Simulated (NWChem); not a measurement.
Species: SrCl2, triplet; SMILES of the neutral closed-shell parent [Cl][Sr][Cl]

```xyz
3

Sr     0.0000     0.0000    -1.1777
Cl     0.0000     1.3267     1.2770
Cl     0.0000    -1.3267     1.2770
```
Atoms are numbered in this order, from 1.

Level: PBE0/def2-SVP with def2 effective core potentials on Sr, spin-unrestricted (NWChem), optimised geometry, unscaled harmonic frequencies. In the optimisation the excess spin sits in a1 and b2 (C2v, its own frame). The spin multiplicity was typed, not searched, and may not be the lowest. def2 effective core potentials on Sr; no spin-orbit coupling.

```csv
frequency (cm⁻¹),IR intensity (km/mol)
187,0.2
200,20.8
282,10.6
```

- zero-point energy = 1.0 kcal/mol
- thermal correction to the enthalpy at 298.15 K (with zero-point energy) = 4.3 kcal/mol
- heat capacity Cv = 11.4 cal/(mol K)
- entropy at 298.15 K and 1 atm (symmetry number 2, electronic part: spin degeneracy alone) = 75.4 cal/(mol K)

Rigid rotor and harmonic oscillator.
